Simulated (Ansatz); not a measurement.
(1) Predict a relaxed structure of the cluster Pb3Se2F2 (the lowest singlet isomer of a short search), charge 0, singlet, at PBE-D4/def2-SVP (Ansatz).

Answers

(1) 
```
atom    x (Å)    y (Å)    z (Å)
 Pb1   1.7339   0.9981   1.1974
 Pb2   0.2487  -0.6725  -1.4601
 Pb3  -2.1077   0.0127   0.9970
 Se4   0.2994  -1.4433   1.3589
 Se5  -0.4759   1.9206  -0.3226
  F6  -2.1032  -0.9861  -1.0029
  F7   2.4048   0.1705  -0.7677
```
Point group C2v (tolerance 0.1 Å). This is one stationary point.

In the def2 sets Pb takes a core potential; there is no spin–orbit coupling. The structure comes from a short search, and lower isomers may exist.
